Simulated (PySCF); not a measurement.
Correlation energy of Cl²⁺ (chlorine, charge +2)

[Ne] 3s2 3p2 4s1, high-spin 4P determinant (an excited configuration). Calculation: PySCF 2.14, in aug-cc-pCVTZ-DK with one added diffuse shell each of s, p, d, f type (9s8p6d4f, 91 functions); the spin-free X2C one-electron Hamiltonian (Gaussian nucleus). Frozen: 1s2; 13 electrons correlated.

```tsv
level	correlation energy (mhartree)
CCSD	-413.03
(T)	-6.50
CCSD(T)	-419.53
```

Diagnostics: T1 = 0.025, D1 = 0.1271, largest double amplitude 0.093.

Q: Is a single reference adequate?

A: Mostly. T1 lies below 0.03, but a double amplitude of this size points to a near-degeneracy that CCSD handles and MP2 describes poorly.
